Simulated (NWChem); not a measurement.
System meant: AlH$_{2}$OCl; SMILES [Cl][AlH][OH]

Input file for NWChem:

```
start job
memory heap 200 mb stack 900 mb global 1100 mb
geometry units angstroms noautosym nocenter noautoz
  Al    -0.579326     0.608741     0.000000
  H     -2.143871     0.690281     0.000000
  Cl     0.418009    -1.244126     0.000000
  O      0.306567     2.049826     0.000000
  H      1.259132     2.154397     0.000000
end
basis spherical
  * library 6-31g*
end
dft
  xc xtpss03 ctpss03
  iterations 150
end
property
  shielding
end
task dft property
```

End of the output:

```
 Vector   23  Occ=0.000000D+00  E= 2.412451D-02
              MO Center= -6.2D-01,  6.6D-01,  1.5D-10, r^2= 6.4D+00
   Bfn.  Coefficient  Atom+Function         Bfn.  Coefficient  Atom+Function
  ----- ------------  ---------------      ----- ------------  ---------------
    12      1.029037  1 Al py                44     -0.560150  4 O  s
    30      0.549238  3 Cl s                 10     -0.355801  1 Al s
    54      0.348685  5 H  s                  8      0.319305  1 Al py
    31     -0.247117  3 Cl px                20      0.221199  2 H  s
    27     -0.186812  3 Cl px                32      0.159273  3 Cl py

 center of mass
 --------------
 x =   0.07085291 y =   0.20260274 z =   0.00000000

 moments of inertia (a.u.)
 ------------------
         484.132729724603          59.739229276608           0.000000000000
          59.739229276608          81.371992649359           0.000000000000
           0.000000000000           0.000000000000         565.504722373962

     Multipole analysis of the density
     ---------------------------------

     L   x y z        total         alpha         beta         nuclear
     -   - - -        -----         -----         ----         -------
     0   0 0 0     -0.000000    -20.000000    -20.000000     40.000000

     1   1 0 0      0.281554     -0.938929     -0.938929      2.159413
     1   0 1 0      0.394796     -5.478183     -5.478183     11.351163
     1   0 0 1      0.000000      0.000000      0.000000      0.000000

     2   2 0 0    -22.176733    -36.562448    -36.562448     50.948163
     2   1 1 0      2.666866     14.127582     14.127582    -25.588298
     2   1 0 1     -0.000000     -0.000000     -0.000000      0.000000
     2   0 2 0    -26.139495   -137.812384   -137.812384    249.485272
     2   0 1 1      0.000000      0.000000      0.000000      0.000000
     2   0 0 2    -21.390528    -10.695264    -10.695264      0.000000

          -----------------------------------------
          Chemical Shielding Tensors (GIAO, in ppm)
          -----------------------------------------

 ------------------------------------------------------------------------
  xtpss03: d2 not coded                    0
 ------------------------------------------------------------------------
 ------------------------------------------------------------------------
  current input line :
    20: task dft property
 ------------------------------------------------------------------------
 ------------------------------------------------------------------------
 This error has not yet been assigned to a category
 ------------------------------------------------------------------------
 For more information see the NWChem manual at https://nwchemgit.github.io

0: xtpss03: d2 not coded:Received an Error in Communication
```

Q: Can this run be used? If not, why, and what is the fix?

A: The run crashed. Cause: this functional's second derivatives, which shieldings need, aren't coded here; the fix takes a hybrid GGA instead. This input runs:
```
start job
memory heap 200 mb stack 900 mb global 1100 mb
geometry units angstroms noautosym nocenter noautoz
  Al    -0.579326     0.608741     0.000000
  H     -2.143871     0.690281     0.000000
  Cl     0.418009    -1.244126     0.000000
  O      0.306567     2.049826     0.000000
  H      1.259132     2.154397     0.000000
end
basis spherical
  * library 6-31g*
end
dft
  xc pbe0
  iterations 150
end
property
  shielding
end
task dft property
```
It converges to -778.77952 Ha (PBE0/6-31G* (spherical d), GIAO).
